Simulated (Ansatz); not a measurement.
H4B2O, SMILES `BBO` (charge 0, multiplicity 1).

Z-matrix (Å, degrees):
```
B
O 1 1.3569
H 2 0.9599 1 114.27
H 1 1.2108 2 114.15 3 180.00
B 1 1.6700 4 115.82 2 180.00
H 5 1.1999 1 121.99 4 86.99
H 5 1.1999 6 115.76 1 174.33
```
Charge 0, multiplicity 1.

Frozen-core energies in 6-31g from Ansatz (an electronic-structure program) at a geometry from PBE0-D3(BJ)/def2-TZVP; the HF reference has <S^2> = 0.00 and the T1 diagnostic is 0.016.

| level | energy (Ha) |
|---|---|
| HF | -126.50369 |
| MP2 | -126.72805 |
| CCSD | -126.75409 |

Q: Estimate the energies of CCSD(T), CCSDT, CCSDT(Q) and CCSDTQ, and give each level's difference from CCSDTQ.

A: 
| level | energy (Ha) | difference from CCSDTQ (mHa) |
|---|---|---|
| MP2 | -126.72805 | 32.37 |
| CCSD | -126.75409 | 6.33 |
| CCSD(T) | -126.75918 | 1.24 |
| CCSDT | -126.75992 | 0.50 |
| CCSDT(Q) | -126.76047 | -0.06 |
| CCSDTQ | -126.76042 | 0.00 |
